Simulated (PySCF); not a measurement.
PBE0 on B (boron, neutral), [He] 2s1 2p1 3d1, one real determinant (an excited configuration). Calculation: PySCF 2.14, in aug-cc-pVTZ; no relativity, point nucleus.

```
cycle= 1 E= -24.1912284960086  delta_E= -0.00153  |g|= 0.0047  |ddm|= 0.154
cycle= 2 E= -24.1912430755843  delta_E= -1.46e-05  |g|= 0.00053  |ddm|= 0.0201
cycle= 3 E= -24.191243325083  delta_E= -2.49e-07  |g|= 4.59e-05  |ddm|= 0.00235
cycle= 4 E= -24.1912433272173  delta_E= -2.13e-09  |g|= 4.28e-06  |ddm|= 0.000241
cycle= 5 E= -24.1912433272585  delta_E= -4.12e-11  |g|= 3.74e-07  |ddm|= 3.12e-05
converged SCF energy = -24.1912433272585  <S^2> = 3.7500032  2S+1 = 4.0000016
```

Highest occupied orbital energy: 0.297 eV; ⟨L²⟩ = 8.00; populations by l: s 3.00, p 1.00, d 1.00, f 0.00.

(1) Can this result be used?

Results:

(1) Not for this state. The calculation finished and met its thresholds. ⟨L²⟩ = 8.00 against 12 for a pure F term, so this real determinant mixes terms. The outer electron is Rydberg-like, and this basis confines it to a smaller radius and binds it less than a complete one would. At PBE0 the highest occupied level has a positive energy, so only the finite basis holds that electron; for this excited configuration the basis is too tight for the outer shell.
